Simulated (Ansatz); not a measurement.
CH6FGeNO (`[OH][GeH2][NH]CF`), 11 atoms. The species carries charge 0 and has multiplicity 1. Correlated methods include outer-core shells of Ge, which these sets cover unevenly. Scalar relativity is left out up to krypton. All runs use 4 threads of a server CPU on a shared host. Correlated methods freeze the cores.

Q: How many basis functions does each run have, and how long does it take in Ansatz? RKS B3LYP-D4/def2-TZVPP energy and forces; RKS ωB97M-V/def2-QZVPP energy; direct RPA on PBE orbitals/def2-TZVPP energy; RKS ωB97M-V/def2-SVP energy; RKS r2SCAN-D4/def2-TZVPP energy and forces; RHF-MP2/def2-QZVPP energy; RKS PBE0-D4/def2-TZVP frequencies; RKS PBE0-D4/def2-TZVP relaxation (10 steps); RHF-CCSD(T)/def2-SVP energy; RKS PBE0-D4/def2-QZVPP energy; RKS CAM-B3LYP-D4/def2-TZVPP energy; RKS PBE0-D4/def2-SVP energy. (An estimate is asked.)

A: The calculation gave: Other jobs shared the machine, so times are rough.

```json
{"level": "RKS PBE0-D4/def2-SVP", "job": "energy", "functions": "118", "wall time": "1.5 s", "peak host memory (GiB)": "0.27"}
{"level": "RKS CAM-B3LYP-D4/def2-TZVPP", "job": "energy", "functions": "256", "wall time": "4.2 s", "peak host memory (GiB)": "0.8"}
{"level": "RKS B3LYP-D4/def2-TZVPP", "job": "energy and forces", "functions": "256", "wall time": "5.5 s", "peak host memory (GiB)": "0.76"}
{"level": "RKS r2SCAN-D4/def2-TZVPP", "job": "energy and forces", "functions": "256", "wall time": "6 s", "peak host memory (GiB)": "0.37"}
{"level": "RKS ωB97M-V/def2-SVP", "job": "energy", "functions": "118", "wall time": "6.5 s", "peak host memory (GiB)": "0.39"}
{"level": "direct RPA on PBE orbitals/def2-TZVPP", "job": "energy", "functions": "256", "wall time": "7 s", "peak host memory (GiB)": "0.64"}
{"level": "RKS PBE0-D4/def2-QZVPP", "job": "energy", "functions": "497", "wall time": "11 s", "peak host memory (GiB)": "2"}
{"level": "RHF-CCSD(T)/def2-SVP", "job": "energy", "functions": "118", "wall time": "14 s", "peak host memory (GiB)": "0.71"}
{"level": "RKS ωB97M-V/def2-QZVPP", "job": "energy", "functions": "497", "wall time": "25 s", "peak host memory (GiB)": "2.4"}
{"level": "RHF-MP2/def2-QZVPP", "job": "energy", "functions": "497", "wall time": "31 s", "peak host memory (GiB)": "3.4"}
{"level": "RKS PBE0-D4/def2-TZVP", "job": "relaxation (10 steps)", "functions": "208", "wall time": "44 s", "peak host memory (GiB)": "0.59"}
{"level": "RKS PBE0-D4/def2-TZVP", "job": "frequencies", "functions": "208", "wall time": "3.2 min", "peak host memory (GiB)": "0.62"}
```

B3LYP here is the variant with VWN-RPA as its local correlation; programs differ in this.
